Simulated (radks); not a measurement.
Excited configurations of Hg: one electron is placed in a higher orbital outside [Xe] 4f14 5d10 6s1. The ground configuration is [Hg]. All-electron calculation, scalar-relativistic Kohn-Sham, LDA (Slater exchange, Perdew-Wang correlation), spin-polarised, spherical densities, point nucleus; open shells are filled with parallel spins first (spin-orbit coupling, left out, can overturn this in heavy ions). Program: a radial shooting solver on a logarithmic mesh with Libxc functionals. Excitation = E - E(ground); binding = E(ion) - E, where the ion is the core of charge +1; n* = 1/sqrt(2 binding) in atomic units, and the quantum defect is n - n*.

outer orbital  excitation (eV)  binding (eV)     n*  quantum defect  eigenvalue (eV)  <r> (bohr)
5f                       9.933         0.936  3.813           1.187           -0.465       17.06
6p                       5.682         5.186  1.620           4.380           -2.581       3.945
6d                       9.188         1.680  2.846           3.154           -0.781       9.589
6f                      10.229         0.639  4.613           1.387           -0.381       29.20
7s                       8.003         2.865  2.179           4.821           -1.729       7.620
7p                       8.926         1.943  2.646           4.354           -1.141       10.41
7d                       9.836         1.032  3.631           3.369           -0.596       18.61
7f                      10.408         0.460  5.437           1.563           -0.295       43.96

The Delta-SCF ionisation energy is 10.868 eV (NIST Atomic Spectra Database: 10.438 eV, measured). Self-interaction in the functional shifts the binding energies and quantum defects, so they are the method's values and not measured ones.
